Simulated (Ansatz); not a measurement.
```xyz
20

C    -2.556    0.207   -1.182
N    -2.053    0.641    0.110
Sn   -0.133    0.275    0.595
Cl    0.348    1.917    2.194
N     1.363    0.417   -0.736
C     1.761    1.699   -1.287
N    -0.067   -1.621    1.211
C     1.159   -2.200    1.734
H    -2.301   -0.843   -1.344
H    -2.175    0.777   -2.042
H    -3.648    0.271   -1.199
H    -2.320    1.592    0.323
H     1.339   -0.314   -1.434
H     1.809    2.441   -0.487
H     2.766    1.629   -1.716
H     1.091    2.090   -2.064
H    -0.879   -1.886    1.750
H     1.119   -3.292    1.667
H     1.372   -1.932    2.776
H     2.007   -1.869    1.130
```

Charge 0, multiplicity 1. Sn takes the def2 core potential.

(1) List the B3LYP/def2-TZVPP orbital energies in eV (Ansatz 0.2.0). (Estimate.)

## Answers

(1) Ansatz gave: Occupied: -2761.82, -389.29, -389.26, -389.25, -277.53, -277.40, -277.38, -256.55, -195.57, -195.44, -195.43, -139.06, -94.02, -93.88, -93.87, -28.45, -28.41, -28.36, -28.15, -28.14, -23.87, -23.42, -23.36, -21.47, -18.14, -17.95, -17.85, -14.23, -13.10, -13.00, -12.53, -11.90, -11.71, -11.56, -11.39, -11.14, -10.71, -9.63, -9.47, -9.02, -8.44, -8.42, -7.05, -6.59, -6.33. Lowest empty: -0.97, 0.33, 0.69, 0.90, 1.22, 1.83, 2.00, 2.24.

B3LYP here is the variant with VWN-RPA as its local correlation; programs differ in this.
